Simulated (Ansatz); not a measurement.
Relaxed structures of CH2OTe, closed shell (PBE0-D4/def2-TZVP; forces vanish, vibrations not checked; lower isomers may exist, and structures with a doubtful reference or unclear bonds are left out; Å). Ansatz 0.2.0; basis: def2-TZVPP; cores frozen in the correlated methods. Filled d shells of the heavier atoms are correlated. Core potentials replace the inner electrons of the atoms past krypton. The def2 sets are not built for correlating such inner shells, so the correlated values are less sure here.

Task: Rank them by CCSD(T) energy, lowest first, and give each one's height above the lowest. Links in brackets join atoms within 1.22 times the sum of their covalent radii (1.1 for two metals). (An estimate is asked for; the value comes from the calculation.)
A.
CH₂OTe ([OH][CH][Te])
```
5
angstrom
O -1.2342 0.3775 0.3178
C -0.3645 -0.5962 0.1596
Te 1.5857 -0.4111 -0.0860
H -0.8653 -1.5620 0.1803
H -0.7579 1.2238 0.2947
```
B.
CH₂OTe ([O][CH][TeH])
```
5
angstrom
O -1.4238 0.4224 0.1052
C -0.5788 -0.4121 0.1394
Te 1.5175 -0.0746 -0.1741
H -0.7872 -1.4808 0.3419
H 1.2723 1.5450 -0.4124
```
C.
a complex of H₂Te + CO
```
5
angstrom
O -2.5370 -0.7394 -0.1977
C -2.1599 0.3105 -0.0617
Te 1.7344 0.0566 -0.6716
H 1.7042 -0.8777 0.6949
H 1.2843 1.3827 0.2109
```

Result: Computed: C (0.000 eV), B (0.128 eV), A (0.191 eV). Heights count from the lowest.

No T1 diagnostic of these runs exceeds 0.022. The restricted Hartree–Fock reference is unstable towards an unrestricted one at one or more of these structures.

For scale, one of the runs: CCSD(T)/def2-TZVPP, 140 basis functions, launched by `ansatz run in.yaml --threads 2 --pin off --events-out ev --progress --plain --max-ram 4352MiB`. Hardware: 2 CPU threads of an AMD EPYC 9R45, shared host. Wall time 7.5 s; peak host memory 0.96 GiB.
